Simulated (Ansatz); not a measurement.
Reaction (SMILES): [F][Ca][F] → [F][Ca][F] as doublet, charge -1 (an electron is taken up)
Each molecule is optimised on its own at B3LYP-D3(BJ)/def2-TZVP (Ansatz, an electronic-structure program). A spin state is the lowest found, not a proven ground state.

Quantity: adiabatic electron affinity (electronic energy difference), positive where the reaction releases energy, in eV. Cores are frozen in the correlated levels unless marked. UHF or UKS for open shells. Spin-orbit coupling is left out. Frozen are the shells of the preceding noble gas and the d and f shells that filled before the atom's block. The outer core of K, Ca and their heavier congeners is not correlated, a term that matters for these elements. Non-relativistic. Anions need diffuse functions: def2-D sets add few; the other sets have none. 

```json
[
 {"level": "HF/STO-3G", "program": "Ansatz", "adiabatic electron affinity (eV)": "-3.03"},
 {"level": "HF/6-31G*", "program": "Ansatz", "adiabatic electron affinity (eV)": "0.42"},
 {"level": "HF/def2-TZVPP", "program": "Ansatz", "adiabatic electron affinity (eV)": "0.55"},
 {"level": "HF/def2-TZVPPD", "program": "Ansatz", "adiabatic electron affinity (eV)": "0.54"},
 {"level": "PBE-D4/def2-TZVPD", "program": "Ansatz + dftd4", "adiabatic electron affinity (eV)": "0.78"},
 {"level": "PBE0-D4/def2-TZVP", "program": "Ansatz + dftd4", "adiabatic electron affinity (eV)": "0.75"},
 {"level": "r2SCANh-D4/def2-TZVPD", "program": "Ansatz + dftd4", "adiabatic electron affinity (eV)": "0.70"},
 {"level": "MP2/def2-QZVPP", "program": "Ansatz", "adiabatic electron affinity (eV)": "0.61"},
 {"level": "CCSD/def2-TZVPPD", "program": "Ansatz", "adiabatic electron affinity (eV)": "0.63"}
]
```
